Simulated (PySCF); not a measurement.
Species: C10H16.
Atom-mapped SMILES: `[CH2:1]=[CH:2][CH2:3][C@@H:4]1[C@H:5]2[CH2:6][C@@H:7]1[C@H:8]([CH3:9])[CH2:10]2` (hydrogens: H11, H12 on C1; H13 on C2; H14, H15 on C3; H16 on C4; H17 on C5; H18, H19 on C6; H20 on C7; H21 on C8; H22, H23, H24 on C9; H25, H26 on C10)

Cartesian coordinates in Å at the GFN2-xTB level; atoms count from 1:
```
atom  x, y, z in Å
C1     2.9088    0.9230   -1.4757
C2     2.5685   -0.1892   -0.8526
C3     1.2665   -0.9013   -1.0386
C4     0.5518   -1.0626    0.2988
C5    -0.9211   -1.5109    0.3775
C6    -0.9290   -0.8662    1.7714
C7     0.0045    0.1468    1.0873
C8    -0.9269    0.8193    0.0701
C9    -1.8413    1.8852    0.6594
C10   -1.6587   -0.4474   -0.4392
H11    2.2545    1.3952   -2.1909
H12    3.8553    1.4082   -1.3073
H13    3.2457   -0.6423   -0.1391
H14    0.6573   -0.3658   -1.7646
H15    1.4578   -1.9035   -1.4371
H16    1.1750   -1.6833    0.9476
H17   -1.2121   -2.5468    0.2190
H18   -1.8828   -0.5097    2.1515
H19   -0.4293   -1.4644    2.5296
H20    0.6620    0.7981    1.6569
H21   -0.3400    1.2888   -0.7232
H22   -1.2498    2.7132    1.0454
H23   -2.4457    1.4912    1.4722
H24   -2.5104    2.2715   -0.1069
H25   -1.5604   -0.5974   -1.5136
H26   -2.7210   -0.4272   -0.1951
```

Mulliken charges (e) from the PBE0/pcSseg-1 density (PySCF), one withheld:

```json
{"atom": "C1", "bonded to": "C2 H11 H12", "charge": "-0.1496"}
{"atom": "C2", "bonded to": "C1 C3 H13", "charge": "-0.2257"}
{"atom": "C3", "bonded to": "C2 C4 H14 H15", "charge": "-0.0825"}
{"atom": "C4", "bonded to": "C3 C5 C7 H16", "charge": "-0.2319"}
{"atom": "C5", "bonded to": "C4 C6 C10 H17", "charge": "-0.2263"}
{"atom": "C6", "bonded to": "C5 C7 H18 H19", "charge": "-0.0753"}
{"atom": "C7", "bonded to": "C6 C8 C4 H20", "charge": "-0.1673"}
{"atom": "C8", "bonded to": "C7 C9 C10 H21", "charge": "-0.3293"}
{"atom": "C9", "bonded to": "C8 H22 H23 H24", "charge": "-0.1645"}
{"atom": "C10", "bonded to": "C8 C5 H25 H26", "charge": "?"}
{"atom": "H11", "bonded to": "C1", "charge": "+0.1062"}
{"atom": "H12", "bonded to": "C1", "charge": "+0.1121"}
{"atom": "H13", "bonded to": "C2", "charge": "+0.0984"}
{"atom": "H14", "bonded to": "C3", "charge": "+0.1087"}
{"atom": "H15", "bonded to": "C3", "charge": "+0.1331"}
{"atom": "H16", "bonded to": "C4", "charge": "+0.1098"}
{"atom": "H17", "bonded to": "C5", "charge": "+0.0795"}
{"atom": "H18", "bonded to": "C6", "charge": "+0.1056"}
{"atom": "H19", "bonded to": "C6", "charge": "+0.1151"}
{"atom": "H20", "bonded to": "C7", "charge": "+0.0805"}
{"atom": "H21", "bonded to": "C8", "charge": "+0.1259"}
{"atom": "H22", "bonded to": "C9", "charge": "+0.1124"}
{"atom": "H23", "bonded to": "C9", "charge": "+0.0992"}
{"atom": "H24", "bonded to": "C9", "charge": "+0.1130"}
{"atom": "H25", "bonded to": "C10", "charge": "+0.1230"}
{"atom": "H26", "bonded to": "C10", "charge": "+0.1167"}
```

Problem. What is the charge on C10?

Solution. The charges add up to the total charge, 0. The others sum to +0.0868, which leaves -0.0868 e for C10 (ring CH2 carbon).

Problem. Add each hydrogen's charge to the atom that carries it.

Solution. C1 +0.0687, C2 -0.1273, C3 +0.1593, C4 -0.1221, C5 -0.1468, C6 +0.1454, C7 -0.0868, C8 -0.2034, C9 +0.1601, C10 +0.1529.

Problem. Across which bond do the charges differ most?

Solution. H21–C8: +0.1259 on H21 against -0.3293 on C8, a difference of 0.4552 e. The lower charge is on the more electronegative element of the two (Pauling values: C 2.55, H 2.20).

Problem. Take the bonds between elements whose Pauling electronegativities differ by more than 0.25. In how many does the more electronegative atom carry the lower charge?

Solution. In 16 of 16.

Problem. How much positive and how much negative charge does this set hold in all?

Solution. +1.7392 e on 16 atoms and -1.7392 e on 10.

The Mulliken scheme gives each basis function's population to the atom it is centred on and halves the overlap population of two atoms between them. Isolated species at its GFN2-xTB geometry (one conformer only).

These values come from a run that also computed NMR shieldings. On one thread, Arm Neoverse V1 (shared host), this took 62 s of wall time.
